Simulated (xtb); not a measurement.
C4H10Te, SMILES CC(C)(C)[TeH]. All values are semi-empirical tight-binding results from xtb (GFN2-xTB unless named), good for trends rather than for accurate numbers. The structure is a stationary point at GFN2-xTB.

Q: Estimate the properties. (An estimate is asked for; the answer gives what the named calculation found.)

A: 
- point group as xtb finds it = Cs
- orbital gap = 4.08 eV
- zero-point energy = 79.1 kcal/mol
- G − E(el) at 298.15 K (modified RRHO) = 58.7 kcal/mol
- static polarisability (D4 model) = 89.8 bohr³
- solvation energy, GFN2-xTB/ALPB(water) = -1.0 kcal/mol
- solvation energy, GFN2-xTB/ALPB(chcl3) = -5.3 kcal/mol
